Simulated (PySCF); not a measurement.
Input of a response calculation (the driver script's job line, then coordinates in Å):

```
{"job": {"kind": "uv", "xc": "wB97X-D", "basis": "def2-SVPD", "nstates": 8, "ntriplets": 3}, "charge": 0, "multiplicity": 1}
Cl    -3.336966    -0.131597     0.561435
C     -1.645006    -0.062164     0.221329
C     -1.005854     1.168008     0.182187
C      0.348866     1.220741    -0.090115
C      1.053618     0.048574    -0.313986
Se     2.951945     0.126276    -0.718126
C      0.408196    -1.177439    -0.285250
C     -0.946379    -1.236811    -0.013483
H     -1.563874     2.073858     0.360841
H      0.857361     2.172523    -0.129835
H      3.368541     0.068723     0.668034
H      0.963100    -2.083963    -0.475512
H     -1.457938    -2.186244     0.014754
```

Output (SCF cycles cut):

```
converged SCF energy = -3092.7815690098

Static polarisability (au): isotropic 111.083, principal 70.842 103.282 159.124

Singlet excitations
state   eV       nm        f      main configurations
  1   4.9796    249.0   0.00154   H->L 0.57, H->L+2 0.28
  2   5.3349    232.4   0.00028   H-1->L+1 0.61, H-2->L 0.34
  3   5.5906    221.8   0.00112   H->L+2 0.54, H->L 0.33
  4   5.8141    213.2   0.00511   H->L+1 0.97
  5   5.8658    211.4   0.23074   H-1->L 0.82, H-2->L+1 0.14
  6   6.0707    204.2   0.02484   H->L+3 0.85
  7   6.6385    186.8   0.02706   H-1->L+2 0.67, H-1->L+4 0.11
  8   6.7832    182.8   0.27263   H-2->L 0.59, H-1->L+1 0.34

Triplet excitations (Tamm-Dancoff, eV): 4.0929 4.6525 4.7415
```

Method: TDDFT wB97X-D/def2-SVPD, vertical, gas phase, core orbitals frozen in the response (PySCF). One conformer (not necessarily the lowest) at the GFN2-xTB geometry, without solvent, vibrations or thermal averaging. Relativistic effects, spin–orbit coupling among them, are left out although an element past zinc is present.

Problem. Give the mean polarisability in Å³.

Solution. 111.08 au × 0.148185 = 16.46 Å³.

Problem. Give the energy of state 8 in hartree, cm⁻¹ and kJ/mol.

Solution. 0.24928 hartree, 54710 cm⁻¹, 654.5 kJ/mol.

Problem. How many basis functions and electrons does this run hold?

Solution. 228 basis functions for 92 electrons in 46 doubly occupied orbitals.

Problem. What transition dipole goes with state 8?

Solution. |μ|² = 3f / (2ΔE) = 3 × 0.2726 / (2 × 0.2493) ≈ 1.641 au, so |μ| = 3.26 D.

Problem. Which orbital energies lie behind H and L?

Solution. HOMO -8.80 eV and LUMO 0.65 eV, a gap of 9.45 eV; state 1 differs from that by -4.47 eV.

Problem. Write the structure that the coordinates describe.

Solution. `Clc1ccc([SeH])cc1` (C6H5ClSe).

H and L stand for HOMO and LUMO.

The values belong to the conformer `[Cl:1][c:2]1[cH:3][cH:4][c:5]([SeH:6])[cH:7][cH:8]1`: H–Se6–C5–C4 89°.

Note: wB97X-D ran without an empirical dispersion term, which enters the total energy and its gradient alone.
